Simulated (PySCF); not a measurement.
Molecule: SMILES F[C@@H]1C[SiH2]1, C$_{2}$H$_{5}$FSi.

Geometry (Å), atoms numbered from 1 in this order:
```xyz
9

F    -1.494    0.124   -1.385
C    -0.922    0.103   -0.147
C     0.376    0.875    0.009
Si    0.566   -0.973    0.243
H    -1.671    0.272    0.640
H     0.782    1.243   -0.942
H     0.448    1.612    0.816
H     1.219   -1.710   -0.863
H     0.710   -1.556    1.601
```

Geometry PBE0-D3(BJ)/def2-SVP throughout; GIAO in PySCF, gas phase, one conformer, non-relativistic; equivalent atoms averaged; basis pcSseg-2.

Question: How do the absolute shieldings σ depend on the functional? (ppm; last column core-seconds on shared hosts with different chips, so compare them loosely; the GGAs took longer than the global hybrids here, which isn't the general rule, and the cause wasn't traced)

Answer: 
| functional | kind | F1 | C2 | C3 | Si4 | H5 | H8 | H9 | H7 | H6 | core-s |
| --- | --- | --- | --- | --- | --- | --- | --- | --- | --- | --- | --- |
| HF | Hartree–Fock | 459.9 | 128.3 | 193.2 | 507.7 | 27.08 | 28.55 | 28.90 | 30.62 | 30.81 | 8 |
| LDA | LDA | 415.1 | 98.0 | 177.8 | 454.9 | 25.38 | 27.64 | 27.90 | 29.51 | 29.84 | 16 |
| PBE | GGA | 409.7 | 99.6 | 177.0 | 467.3 | 25.91 | 28.20 | 28.42 | 29.93 | 30.27 | 20 |
| BLYP | GGA | 407.0 | 94.7 | 172.6 | 454.8 | 26.16 | 28.43 | 28.63 | 30.14 | 30.50 | 21 |
| BP86 | GGA | 411.3 | 99.6 | 176.5 | 465.0 | 26.00 | 28.24 | 28.46 | 30.01 | 30.33 | 21 |
| OPBE | GGA | 413.0 | 107.1 | 181.9 | 489.7 | 25.96 | 28.28 | 28.51 | 29.95 | 30.23 | 22 |
| KT2 | GGA | 407.4 | 105.1 | 180.0 | 491.0 | 25.87 | 28.22 | 28.46 | 29.91 | 30.26 | 22 |
| KT3 | GGA | 406.7 | 104.9 | 179.1 | 492.3 | 26.13 | 28.51 | 28.73 | 30.09 | 30.42 | 22 |
| B97-D | GGA | 412.7 | 101.1 | 176.8 | 474.5 | 26.21 | 28.50 | 28.71 | 30.18 | 30.49 | 21 |
| B3LYP | global hybrid | 421.4 | 102.5 | 177.5 | 465.3 | 26.34 | 28.40 | 28.66 | 30.19 | 30.50 | 16 |
| PBE0 | global hybrid | 426.6 | 108.9 | 182.6 | 479.6 | 26.19 | 28.22 | 28.51 | 30.05 | 30.33 | 16 |
| mPW1PW91 | global hybrid | 427.0 | 108.3 | 181.9 | 477.5 | 26.27 | 28.28 | 28.56 | 30.10 | 30.37 | 16 |
| WP04 | global hybrid | 419.5 | 93.3 | 168.8 | 454.0 | 26.82 | 28.91 | 29.16 | 30.47 | 30.65 | 15 |
| B97-2 | global hybrid | 425.1 | 108.7 | 181.8 | 482.6 | 26.33 | 28.40 | 28.67 | 30.17 | 30.44 | 15 |
| BHandHLYP | global hybrid | 438.2 | 112.7 | 183.8 | 480.3 | 26.59 | 28.41 | 28.72 | 30.30 | 30.56 | 15 |
| CAM-B3LYP | range-separated hybrid | 431.1 | 106.9 | 181.2 | 468.6 | 26.33 | 28.26 | 28.56 | 30.17 | 30.45 | 20 |
| wB97X-D | range-separated hybrid | 431.5 | 110.0 | 182.9 | 477.6 | 26.40 | 28.27 | 28.57 | 30.21 | 30.45 | 20 |
| LC-wPBE | range-separated hybrid | 440.8 | 113.4 | 186.8 | 479.4 | 26.36 | 28.19 | 28.52 | 30.19 | 30.40 | 28 |

Question: Which nucleus moves most, in ppm?

Answer: Si4 (silicon bonded to 2 C, 2 H, in a 3-membered ring): from 454.0 ppm with WP04 to 507.7 ppm with HF. The smallest spread is 0.97 ppm, at H6. Proton shifts span only some 12 ppm, so a few tenths of a ppm matter as much there as several ppm in carbon.
